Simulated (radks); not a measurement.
Species: Zr IV. Configuration: [Kr] 4d1. Calculated with a radial shooting solver on a logarithmic mesh with Libxc functionals: scalar-relativistic Kohn-Sham, r2SCAN, spin-polarised, spherical densities, finite nucleus; open shells are filled with parallel spins first (spin-orbit coupling, left out, can overturn this in heavy ions); meta-GGA in the generalised Kohn-Sham scheme; Fermi nuclear charge, rms radius 4.2694 fm.

Unscreened Slater integrals over Kohn-Sham orbitals (eV). They are taken over the spin-up orbitals.

integral,value
"F0(4d,4d)",13.521
"F2(4d,4d)",6.8865
"F4(4d,4d)",4.5192
"F0(4d,4p)",15.333
"F2(4d,4p)",7.5063
"G1(4d,4p)",9.2622
"G3(4d,4p)",5.6580
"F0(4d,4s)",15.851
"G2(4d,4s)",6.5424
"F0(4d,3d)",18.207
"F2(4d,3d)",3.1059
"F4(4d,3d)",1.3127
"G0(4d,3d)",1.0197
"G2(4d,3d)",1.1205
"G4(4d,3d)",0.83599
"F0(4p,4p)",18.214
"F2(4p,4p)",9.6349
"F0(4p,4s)",19.141
"G1(4p,4s)",13.001
"F0(4p,3d)",23.560
"F2(4p,3d)",5.3120
"G1(4p,3d)",1.7088
"G3(4p,3d)",1.6347
"F0(4s,4s)",20.251
"F0(4s,3d)",25.773
"G2(4s,3d)",2.1061
"F0(3d,3d)",54.875
"F2(3d,3d)",26.878
"F4(3d,3d)",17.044

Derived for the open shells (J is the average intra-shell exchange parameter used in DFT+U). 4d: Racah B = F2/49 - 5 F4/441 = 0.08930 eV, C = 35 F4/441 = 0.3587 eV, C/B = 4.02, F4/F2 = 0.656, J = (F2 + F4)/14 = 0.8147 eV.
